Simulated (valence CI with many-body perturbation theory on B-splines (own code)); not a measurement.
Values are calculated unless marked as measured or tabulated.
Pr37+: magnetic and hyperfine properties of the levels

Method: valence CI with perturbative core correlation (CI+MBPT): four valence electrons over a frozen Dirac-Fock core [Ar], radial functions for each j: 7 s, 7 p, 8 d, 6 f, 4 g, 1 h, with the one-electron correlation potential Σ1 (screened to all orders), the two-electron term Σ2, the three-electron term Σ3, Breit, model QED; selected single and double excitations, second order for the rest, scaled by the run's own slope (own B-spline code, finite nucleus).

The last digits are not significant, and no measured levels were compared; by estimate large intervals hold to a few tenths of a per cent, small ones and those within an open d or f shell to about a per cent. Only levels of the ground parity were solved; by the run's estimate the other parity begins above the list, which can be wrong where configurations are misplaced.

A/g_I is the dipole constant over the nuclear g factor μ/I (μ in nuclear magnetons, uniformly magnetised nucleus), B/Q the quadrupole constant per barn. Both hold the static response of the core; the bare values leave it out. Large factors of s and p1/2 electrons are usually good to 5 to 10 %; those of open d and f shells near neutrality can be off by tens of per cent, and small factors of p3/2, d and f electrons come from cancelling terms and can be off by a factor of two or in sign, in half-filled shells by more. B is blank for J = 1/2, where it vanishes, and for nearly pure S terms. Energies count from the lowest level. Levels with J = 0 are left out.

Levels are named by their leading jj configuration (3d3/2^4 stands for four electrons in 3d with j = 3/2), which in mixed levels can hold well under half, so a name can repeat and another be missing. Letters in brackets count levels of one name in rising energy.

```
                    Level  E (eV)      g  A/g_I (MHz)  A/g_I bare  B/Q (MHz/b)  B/Q bare
      (3d3/2^3 3d5/2) J=1   17.80  1.494        -1850       -1030         9400      9540
      (3d3/2^3 3d5/2) J=2   26.24  1.327        13900       14400        15200     15500
      (3d3/2^3 3d5/2) J=4   27.08  1.113        26200       26400         -726      -785
      (3d3/2^3 3d5/2) J=3   29.50  1.233        21400       21800         8610      8740
(3d3/2^2 3d5/2^2) J=4 [a]   44.55  1.152        21600       21900        -9470     -9650
(3d3/2^2 3d5/2^2) J=2 [a]   45.51  1.084        15000       15200        17200     17400
(3d3/2^2 3d5/2^2) J=3 [a]   46.50  1.080        20700       20900         4260      4320
    (3d3/2^2 3d5/2^2) J=5   49.63  1.078        24700       24900        22400     22800
    (3d3/2^2 3d5/2^2) J=1   51.63  1.191        25600       25900         1150      1150
    (3d3/2^2 3d5/2^2) J=6   51.87  1.085        26000       26200        26400     26800
(3d3/2^2 3d5/2^2) J=4 [b]   55.26  1.028        28200       28300        -9640     -9780
(3d3/2^2 3d5/2^2) J=3 [b]   56.03  1.125        26600       26800         8610      8750
(3d3/2^2 3d5/2^2) J=2 [b]   56.36  1.122        23900       24100         6970      7080
(3d3/2^2 3d5/2^2) J=2 [c]   65.02  1.018        33600       33700        -1020     -1050
  (3d3/2 3d5/2^3) J=4 [a]   66.10  1.218        18200       18600        20000     20400
  (3d3/2 3d5/2^3) J=3 [a]   71.35  1.128        16500       16800         1080      1110
(3d3/2^2 3d5/2^2) J=4 [c]   73.47  1.107        20000       20300         6590      6690
      (3d3/2 3d5/2^3) J=5   75.01  1.142        21400       21700       -14700    -15000
  (3d3/2 3d5/2^3) J=1 [a]   75.10  0.850        28000       27900        11300     11400
      (3d3/2 3d5/2^3) J=6   76.00  1.069        24600       24700        30600     31100
(3d3/2^2 3d5/2^2) J=2 [d]   76.23  1.284        19500       20000        -7940     -8040
  (3d3/2 3d5/2^3) J=2 [a]   82.01  1.012        28200       28200        22500     22900
  (3d3/2 3d5/2^3) J=3 [b]   83.16  1.087        23600       23800        11700     11900
  (3d3/2 3d5/2^3) J=3 [c]   93.46  1.059        26400       26600        34500     35000
  (3d3/2 3d5/2^3) J=1 [b]   94.00  1.442         5230        5950       -15500    -15700
  (3d3/2 3d5/2^3) J=4 [b]   94.59  1.033        26400       26500        29000     29500
  (3d3/2 3d5/2^3) J=2 [b]   97.04  1.084        25000       25200       -22300    -22700
            (3d5/2^4) J=4  101.77  1.154        18700       19000       -28400    -28900
            (3d5/2^4) J=2  112.41  1.018        21100       21200          438       451
```

Question: Take the isotope of mass number 141, with I = 5/2, μ = 4.266 μN and Q = -0.0589 b. What is the hyperfine structure of (3d3/2^2 3d5/2^2) J=2 [a]?

Answer: From the table A = 25600 MHz, B = -1010 MHz. Shifts from the centre of gravity in MHz: F = 1/2: -180000, F = 3/2: -141000, F = 5/2: -76500, F = 7/2: 13200, F = 9/2: 128000.
